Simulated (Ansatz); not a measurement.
`B[SiH](C)N=C` and `C=N[SiH](C)Cl` differ in one atom or group.

Ansatz, PBE0-D4/def2-TZVP geometries, multiplicity 1. Each molecule was computed in one conformer, which needn't be the lowest.

```tsv
property	`B[SiH](C)N=C`
HOMO energy (B3LYP/def2-TZVPP) / eV	-6.76
LUMO energy (PBE0/def2-TZVPP) / eV	-2.30
LUMO energy (B3LYP/def2-TZVPP) / eV	-2.51
size of the dipole moment (ωB97M-V/def2-TZVPP) / D	0.89
LUMO energy (ωB97M-V/def2-TZVPP) / eV	-0.35
HOMO–LUMO gap (ωB97M-V/def2-TZVPP) / eV	8.96
```

(1) Give the same properties after the change, and the shifts. (Best estimate.)

## Answers

(1) The calculation gave: 
```tsv
property	`C=N[SiH](C)Cl`	shift
HOMO energy (B3LYP/def2-TZVPP) / eV	-7.18	-0.42
LUMO energy (PBE0/def2-TZVPP) / eV	-1.11	1.19
LUMO energy (B3LYP/def2-TZVPP) / eV	-1.36	1.15
size of the dipole moment (ωB97M-V/def2-TZVPP) / D	1.07	0.18
LUMO energy (ωB97M-V/def2-TZVPP) / eV	1.11	1.46
HOMO–LUMO gap (ωB97M-V/def2-TZVPP) / eV	10.83	1.87
```

With PBE0 the HOMO falls by 0.43 eV and the LUMO rises by 1.19 eV, so the gap widens by about 1.62 eV. PBE moves the HOMO by -0.41 eV and ωB97M-V by -0.41 eV. Dipoles are sizes alone; their direction can turn.

B3LYP here is the variant with VWN-RPA as its local correlation; programs differ in this.
